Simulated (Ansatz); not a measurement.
ethylene (C₂H₄), singlet, at a GFN2-xTB geometry; HF/def2-TZVP in Ansatz (a first-principles code).

Input for Ansatz:
Ansatz 0.2 input:
```yaml
crystal:
  periodic: [false, false, false]
  atoms:
    - {symbol: C, position_ang: [-0.01328681, -0.00656652, 0.65800535]}
    - {symbol: C, position_ang: [0.01328681, 0.00656652, -0.65800535]}
    - {symbol: H, position_ang: [-0.02089650, 0.90169144, 1.23822259]}
    - {symbol: H, position_ang: [-0.02873771, -0.92622134, 1.21982272]}
    - {symbol: H, position_ang: [0.02873771, 0.92622134, -1.21982272]}
    - {symbol: H, position_ang: [0.02089650, -0.90169144, -1.23822259]}
basis:
  gaussian:
    orbitals: def2-TZVP
hamiltonian:
  xc: hf
scf: {lower_state_search: light}
```

Output, abridged:

```
Functional definition: HF
642 factors; their error is unknown
mean field evaluation 1: about -2122.6236 eV, gradient 2.5e1 eV
mean field evaluation 2: about -2124.0243 eV, gradient 8.8e0 eV
mean field evaluation 4: about -2124.2317 eV, gradient 1.4e-1 eV
mean field evaluation 8: about -2124.2691 eV, gradient 4.4e-1 eV
mean field -2124.26943665 eV, -78.0654619154 hartree, gradient 1.2e-5 eV, S^2 0.000000; 0 other end points of the search recorded, 0 dependent functions left out
reference -2124.26943665 eV, -78.0654619154 hartree; 8, 8 occupied and 78, 78 virtual orbitals, 642 factors
Total energy: -2124.26943665 eV, -78.0654619154 hartree
```
